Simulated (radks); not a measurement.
Results of a calculation; reference values are marked as such.
The dysprosium ion Dy+ inside a hard spherical wall (all orbitals vanish at R), configuration held at [Xe] 4f10 6s1 and not refilled when levels cross. Code: a radial shooting solver on a logarithmic mesh with Libxc functionals. Model: scalar-relativistic Kohn-Sham, LDA (Slater exchange, VWN5 correlation), spin-polarised, spherical densities, point nucleus; open shells are filled with parallel spins first (spin-orbit coupling, left out, can overturn this in heavy ions). Eigenvalues in eV for spin up, with the zero of energy where the potential of the charges vanishes at infinity; a dash marks a level that is unbound or too diffuse for the functional's potential to be trusted. A positive occupied level is held by the wall or, in an anion where self-interaction has pushed it up, behind a barrier. The pressure on the wall is -dE/dV.

R (bohr)  E (hartree)  kinetic (hartree)    e(5s)    e(5p)    e(4f)   e(6s)  e(5d, empty)  e(6p, empty)  pressure (GPa)
free      -12149.2588          13105.466  -56.341  -32.568  -10.977  -9.459        -7.470        -5.824               0
20        -12149.2588          13105.466  -56.341  -32.568  -10.977  -9.459        -7.470        -5.824        < 0.0001
15        -12149.2588          13105.466  -56.341  -32.568  -10.977  -9.459        -7.470        -5.824        < 0.0001
10        -12149.2586          13105.469  -56.326  -32.553  -10.963  -9.445        -7.457        -5.756         0.00664
6         -12149.2264          13105.670  -55.620  -31.880  -10.247  -8.224        -6.654        -3.140            2.47
5         -12149.1533          13106.017  -54.780  -31.094   -9.348  -5.952        -5.469         0.706            11.9
4         -12148.8808          13107.231  -52.744  -29.163   -7.008   1.148        -2.205        11.199            76.3
3         -12147.4600          13113.443  -45.873  -21.912    1.397  28.208         9.408        45.894             829
1.5       -12097.7084          13282.135   85.045   131.62   108.93  459.51        203.56        513.05          156000
